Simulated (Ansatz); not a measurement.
System: sum formula AlOF$_{2}$H, net charge 0, singlet state. 
Geometry from a B3LYP-D3(BJ)/def2-TZVP (Ansatz, a first-principles code) optimisation:
```
Al
F 1 1.6384
F 1 1.6432 2 118.54
O 1 1.6783 2 118.97 3 -180.00
H 4 0.9581 1 124.21 2 180.00
```
Charge 0, spin multiplicity 1.

Parts of the frozen-core correlation energy in 6-31G* (Ansatz, hartree). Frozen orbitals: 8; correlated occupied orbitals by spin: 12 and 12; virtual: 46 and 46. Spin-orbit coupling is left out. No relativistic terms.

```tsv
term	value
reference (HF)	-516.43197
MP2 opposite-spin	-0.41997
MP2 same-spin	-0.16102
CCSD correlation	-0.58746
(T)	-0.00929
T1 diagnostic	0.014
largest doubles amplitude	0.041
```
